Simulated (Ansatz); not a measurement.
Reactions of `[F][Al]1[CH]=[C]1[SiH3]`.

Calculated with Ansatz (gas phase, PBE0-D4/def2-TZVP geometries, no zero-point term in ΔE). CBS: MP2 limit from def2 TZ/QZ plus the TZ coupled-cluster correction, frozen cores. This one scheme is used for every species, atoms too. DFT in def2-TZVPP. No spin–orbit coupling; open shells (•) take unrestricted orbitals. Spin–orbit coupling would lower the free atoms: a little for Al, C, F, Si. Elements past krypton have def2 core potentials. Bonds to Br, Ga, Sn are less sure, by a few kJ/mol each and by 10 to 20 or more in all where they break to atoms, as the def2 sets lack core-valence functions. Scalar relativity is left out up to krypton. Each species was taken in one conformer, which may not be the lowest.

```
                                                                                           reaction  CCSD/CBS(def2) (kcal/mol)  PBE0-D4 (kcal/mol)  HF/CBS(def2) (kcal/mol)  CCSD(T)/CBS(def2) (kcal/mol)
                                        `[F][Al]1[CH]=[C]1[SiH3]` → `[F][Al]1[CH]=[CH]1` + `[SiH2]`                       58.2                62.1                     54.9                          59.4
          `[F][Al]1[CH]=[C]1[SiH3]` + `[OH][GaH][Br]` → `[SiH3][O][GaH][Br]` + `[F][Al]1[CH]=[CH]1`                      -21.4               -18.4                    -25.9                         -20.5
                       `[F][Al]1[CH]=[C]1[SiH3]` + `SC1CO1` → `[SiH3]SC1CO1` + `[F][Al]1[CH]=[CH]1`                      -10.9               -11.4                    -10.7                         -11.0
`[F][Al]1[CH]=[C]1[SiH3]` + `[NH2][Al]([OH])[F]` → `[NH2][Al]([F])[O][SiH3]` + `[F][Al]1[CH]=[CH]1`                      -24.8               -22.0                    -30.3                         -23.8
                       `[F][Al]1[CH]=[C]1[SiH3]` + `N=CCF` → `FC/C=N\[SiH3]` + `[F][Al]1[CH]=[CH]1`                       -3.0                -2.2                     -4.7                          -2.7
 `[F][Al]1[CH]=[C]1[SiH3]` + `[SiH3][CH2][GaH2]` → `[SiH3][SiH2][CH2][GaH2]` + `[F][Al]1[CH]=[CH]1`                        2.6                 0.2                      4.9                           2.4
                                           `[F][Al]1[CH]=[C]1[SiH3]` → Al• + 2 C• + F• + 4 H• + Si•                      776.4               786.1                    582.5                         790.0
                                       `[F][Al]1[CH]=[C]1[SiH3]` + H₂ → `[F][Al]1[CH]=[CH]1` + SiH₄                       -3.0                -2.1                     -7.6                          -1.8
  `[F][Al]1[CH]=[C]1[SiH3]` + `[OH][SnH]([F])[F]` → `[F][SnH]([F])[O][SiH3]` + `[F][Al]1[CH]=[CH]1`                      -21.8               -18.0                    -26.3                         -20.9
```

Largest T1 diagnostic: 0.018, for Al•.
